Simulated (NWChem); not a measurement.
System: C₂H₄AlNO₂; SMILES [CH3][Al]([OH])[N]=C=O

```xyz
10

Al     0.0487    -0.9069     0.0000
C     -1.5887    -1.9321     0.0000
H     -1.3864    -3.0138     0.0000
H     -2.2041    -1.6987    -0.8842
H     -2.2041    -1.6987     0.8842
N      0.0354     0.8805     0.0000
C     -0.0058     2.0802     0.0000
O     -0.0435     3.2492     0.0000
O      1.5520    -1.6960     0.0000
H      2.4135    -1.2766     0.0000
```
Atoms are numbered in this order, from 1.

Program: NWChem. Medium grid unless said otherwise, to which SCAN and Minnesota functionals are sensitive. Geometry: optimised at PBE0/def2-SVP. Total energies of different functionals are on different scales.

```tsv
level	energy (Ha)	highest occupied level (eV)	orbital gap (eV)	dipole (D)
B3LYP/def2-SVP	-526.1105	-7.96	7.47	1.54
PBE/def2-SVP	-525.6324	-6.79	5.72	1.52
MN15-L/def2-SVP	-525.7111	-7.40	6.66	1.49
MN15/def2-SVP	-525.6356	-8.97	9.13	1.49
LDA (Slater exchange, VWN5)/def2-SVP	-522.8150	-6.99	5.68	1.56
PBE0/def2-SVP	-525.6594	-8.28	7.99	1.56
B3PW91/def2-SVP	-525.9468	-8.04	7.61	1.56
LC-wPBE (HJS exchange hole, range parameter 0.4 per bohr)/def2-SVP	-525.7803	-10.98	12.82	1.49
BHandHLYP/def2-SVP	-525.9344	[?]	[?]	1.57
KT2/def2-SVP	-532.7153	-6.88	5.71	1.60
```

Task: What belongs in the gaps?

Result: 
- BHandHLYP/def2-SVP, highest occupied level (eV): -9.59
- BHandHLYP/def2-SVP, orbital gap (eV): 10.11
